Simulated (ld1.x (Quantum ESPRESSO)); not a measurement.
Before and after: TM potential for tellurium

ld1.x (Quantum ESPRESSO) 7.5 input, shortened:

```
&input
   title='Te', zed=52., rel=1, dft='PBESOL', iswitch=3,
   config='[Kr] 4d10 5s1 5p5 5d-2'
 /
 &inputp
   pseudotype=2, tm=.true., lloc=2,
   nlcc=.true., rcore=0.70
 /
3
5S  1  0   1.00   0.00  1.50  1.50  0.0
5P  2  1   5.00   0.00  1.55  1.55  0.0
5D  3  2  -2.00  -0.05  1.60  1.60  0.0
 &test
   configts(1)='5s1 5p5'
 /
```

Change: core [Ar] 3d10, valence charge 24; reference 4s2 4p6 4d10 5s2 5p4; waves now 4s (bound): rc 0.85 bohr; 4p (bound): rc 1.20 bohr; 4f channel at -0.1 Ry: rc 1.10 bohr; 4d (bound): rc 1.40 bohr; core correction none.

Cutoffs: the cutoffs (Ry, on a coarse ladder) from which the occupation-weighted sum of valence levels, in a spherical-Bessel basis at the reference potential, stays within 10 and 1 mRy of its value at 400 Ry; they do not see the model core or the augmentation charge, which bear on the density cutoff. Errors are all-electron minus pseudo energies relative to the spin-unpolarised reference configuration.

Q: What does the change do?

A: The bound ghost in p, s disappears; the miss of the reference levels goes from 0.00 to 0.17 eV. Several settings change at once here, so the effects cannot be laid on one of them.

| quantity | base | changed |
| --- | --- | --- |
| cutoff, loose | 60 Ry | 200 Ry |
| cutoff, tight | 160 Ry | over 300 Ry |
| bound ghosts | s, p | none |
| largest miss of a reference level, eV | 0.00 | 0.17 |
| largest error over its own tests, meV | -209 | -937 |

Changed file: The 5p, 5s levels have no wave, so the channel is fitted at the deeper level alone: the likely source of the large errors. A true bound ghost makes a file unfit for plane-wave use even where its test errors are small: the radial tests pick states by their node count and pass the ghost by.
